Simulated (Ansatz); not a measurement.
The same redistribution along the group B, Al, Ga.

Computed with Ansatz on PBE0-D4/def2-TZVP structures; ΔE is electronic, products minus reactants. CCSD(T)/CBS is the MP2 limit (def2-TZVPP, def2-QZVPP) plus CCSD(T) − MP2 in def2-TZVPP, frozen cores. This one scheme is used for every species. DFT in def2-TZVPP. For Br, Ga outer-core shells are correlated without core-valence functions, which leaves a few kJ/mol of doubt a bond. Scalar relativity is left out up to krypton. Each species was taken in one conformer, which may not be the lowest.

```json
{"reaction": "`ClB(Cl)Br` + `N[SiH2][SiH2]F` → `NB(Cl)Br` + `F[SiH2][SiH2]Cl`", "B2PLYP (kJ/mol)": "-104", "CCSD(T)/CBS(def2) (kJ/mol)": "-104"}
{"reaction": "`[Cl][Al]([Cl])[Br]` + `N[SiH2][SiH2]F` → `[NH2][Al]([Cl])[Br]` + `F[SiH2][SiH2]Cl`", "B2PLYP (kJ/mol)": "5", "CCSD(T)/CBS(def2) (kJ/mol)": "7"}
{"reaction": "`[Cl][Ga]([Cl])[Br]` + `N[SiH2][SiH2]F` → `[NH2][Ga]([Cl])[Br]` + `F[SiH2][SiH2]Cl`", "B2PLYP (kJ/mol)": "14", "CCSD(T)/CBS(def2) (kJ/mol)": "8"}
```

Largest T1 diagnostic: 0.011, for `N[SiH2][SiH2]F`.
